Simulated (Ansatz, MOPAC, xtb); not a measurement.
Spectroscopic constants of SeO, multiplicity 3 (the spin of the measured ground state). No spin–orbit coupling. Se is treated without relativity.

Seven points along R, fitted to fifth degree in 1/R; most abundant isotopes. Runs in def2 and cc sets follow the lowest solution found near the PBE0 minimum.

The values were computed with Ansatz (Gaussian orbitals); MOPAC for AM1, PM3, PM6, PM7 (differences of heats of formation); xtb for the GFN methods.  The GFN methods have no spin term and hold the electronic entropy of 300 K.

```json
[
 {"level": "AM1", "r_e (Å)": "1.666", "ω_e (cm⁻¹)": "823", "B_e (cm⁻¹)": "0.456", "α_e (cm⁻¹)": "-0.0019", "D_e (eV)": "-", "dipole (D)": "-"},
 {"level": "PM3", "r_e (Å)": "1.593", "ω_e (cm⁻¹)": "700", "B_e (cm⁻¹)": "0.499", "α_e (cm⁻¹)": "-0.0036", "D_e (eV)": "-", "dipole (D)": "-"},
 {"level": "PM6", "r_e (Å)": "1.621", "ω_e (cm⁻¹)": "976", "B_e (cm⁻¹)": "0.481", "α_e (cm⁻¹)": "0.0012", "D_e (eV)": "-", "dipole (D)": "-"},
 {"level": "PM7", "r_e (Å)": "1.610", "ω_e (cm⁻¹)": "877", "B_e (cm⁻¹)": "0.488", "α_e (cm⁻¹)": "0.0013", "D_e (eV)": "-", "dipole (D)": "-"},
 {"level": "GFN1-xTB", "r_e (Å)": "1.628", "ω_e (cm⁻¹)": "921", "B_e (cm⁻¹)": "0.477", "α_e (cm⁻¹)": "0.0028", "D_e (eV)": "-", "dipole (D)": "-"},
 {"level": "GFN2-xTB", "r_e (Å)": "1.604", "ω_e (cm⁻¹)": "865", "B_e (cm⁻¹)": "0.492", "α_e (cm⁻¹)": "0.0033", "D_e (eV)": "-", "dipole (D)": "-"},
 {"level": "SVWN5/def2-TZVPP", "r_e (Å)": "1.644", "ω_e (cm⁻¹)": "930", "B_e (cm⁻¹)": "0.468", "α_e (cm⁻¹)": "0.0030", "D_e (eV)": "6.35", "dipole (D)": "2.02"},
 {"level": "PBE/def2-TZVPP", "r_e (Å)": "1.663", "ω_e (cm⁻¹)": "895", "B_e (cm⁻¹)": "0.457", "α_e (cm⁻¹)": "0.0030", "D_e (eV)": "5.28", "dipole (D)": "2.02"},
 {"level": "r2SCAN/def2-TZVPP", "r_e (Å)": "1.645", "ω_e (cm⁻¹)": "938", "B_e (cm⁻¹)": "0.468", "α_e (cm⁻¹)": "0.0030", "D_e (eV)": "4.85", "dipole (D)": "1.99"},
 {"level": "B97M-V/def2-TZVPP", "r_e (Å)": "1.635", "ω_e (cm⁻¹)": "956", "B_e (cm⁻¹)": "0.473", "α_e (cm⁻¹)": "0.0030", "D_e (eV)": "4.68", "dipole (D)": "2.06"},
 {"level": "B3LYP/def2-TZVPP", "r_e (Å)": "1.648", "ω_e (cm⁻¹)": "933", "B_e (cm⁻¹)": "0.466", "α_e (cm⁻¹)": "0.0030", "D_e (eV)": "4.61", "dipole (D)": "2.16"},
 {"level": "PBE0/def2-TZVPP", "r_e (Å)": "1.633", "ω_e (cm⁻¹)": "973", "B_e (cm⁻¹)": "0.474", "α_e (cm⁻¹)": "0.0029", "D_e (eV)": "4.56", "dipole (D)": "2.13"},
 {"level": "BHLYP/def2-TZVPP", "r_e (Å)": "1.618", "ω_e (cm⁻¹)": "1015", "B_e (cm⁻¹)": "0.483", "α_e (cm⁻¹)": "0.0028", "D_e (eV)": "3.77", "dipole (D)": "2.29"},
 {"level": "CAM-B3LYP/def2-TZVPP", "r_e (Å)": "1.631", "ω_e (cm⁻¹)": "983", "B_e (cm⁻¹)": "0.475", "α_e (cm⁻¹)": "0.0028", "D_e (eV)": "4.53", "dipole (D)": "2.26"},
 {"level": "wB97X-V/def2-TZVPP", "r_e (Å)": "1.629", "ω_e (cm⁻¹)": "1001", "B_e (cm⁻¹)": "0.477", "α_e (cm⁻¹)": "0.0027", "D_e (eV)": "4.59", "dipole (D)": "2.21"},
 {"level": "wB97M-V/def2-TZVPP", "r_e (Å)": "1.631", "ω_e (cm⁻¹)": "991", "B_e (cm⁻¹)": "0.476", "α_e (cm⁻¹)": "0.0027", "D_e (eV)": "4.48", "dipole (D)": "2.26"},
 {"level": "B2PLYP/def2-TZVPP", "r_e (Å)": "1.654", "ω_e (cm⁻¹)": "899", "B_e (cm⁻¹)": "0.462", "α_e (cm⁻¹)": "0.0033", "D_e (eV)": "4.63", "dipole (D)": "-"},
 {"level": "CCSD/def2-TZVPP", "r_e (Å)": "1.634", "ω_e (cm⁻¹)": "967", "B_e (cm⁻¹)": "0.474", "α_e (cm⁻¹)": "0.0030", "D_e (eV)": "3.96", "dipole (D)": "-"},
 {"level": "CCSD/def2-QZVPP", "r_e (Å)": "1.625", "ω_e (cm⁻¹)": "979", "B_e (cm⁻¹)": "0.479", "α_e (cm⁻¹)": "0.0029", "D_e (eV)": "4.12", "dipole (D)": "-"},
 {"level": "CCSD(T)/def2-TZVPP", "r_e (Å)": "1.646", "ω_e (cm⁻¹)": "929", "B_e (cm⁻¹)": "0.467", "α_e (cm⁻¹)": "0.0030", "D_e (eV)": "4.30", "dipole (D)": "-"},
 {"level": "CCSD(T)/def2-QZVPP", "r_e (Å)": "1.638", "ω_e (cm⁻¹)": "938", "B_e (cm⁻¹)": "0.471", "α_e (cm⁻¹)": "0.0030", "D_e (eV)": "4.48", "dipole (D)": "-"},
 {"level": "CCSD(T)/CBS(def2-TZVPP, def2-QZVPP)", "r_e (Å)": "1.635", "ω_e (cm⁻¹)": "945", "B_e (cm⁻¹)": "0.473", "α_e (cm⁻¹)": "0.0030", "D_e (eV)": "-", "dipole (D)": "-"}
]
```

D_e counts from each atom's lowest state at the same level, without counterpoise or zero-point energy.

Correlated levels freeze the inner cores; with def2 sets outer-core shells near the valence are correlated too. CBS: X⁻³ extrapolation of the correlation energy, Hartree–Fock from the larger set. The state that AM1, PM3, PM6, PM7 reach isn't checked; PM7 holds dispersion and hydrogen-bond terms.

Measured for the ground state: r_e 1.6395 Å [microwave values compiled in ACS Omega 2, 8373 (2017)]. ω_e 914.69 cm-1, ω_e x_e 4.52 cm-1, B_e 0.4655 cm-1, α_e 0.00323 cm-1 [Huber and Herzberg (1979), NIST Chemistry WebBook]. D_0 4.415 ± 0.065 eV (a handbook's tabulated 298 K bond energy less 3RT/2; such tables hold older values) [Luo, bond dissociation energies, CRC Handbook]. dipole 2.01 D [NIST CCCBDB].

Ansatz is an electronic-structure program.
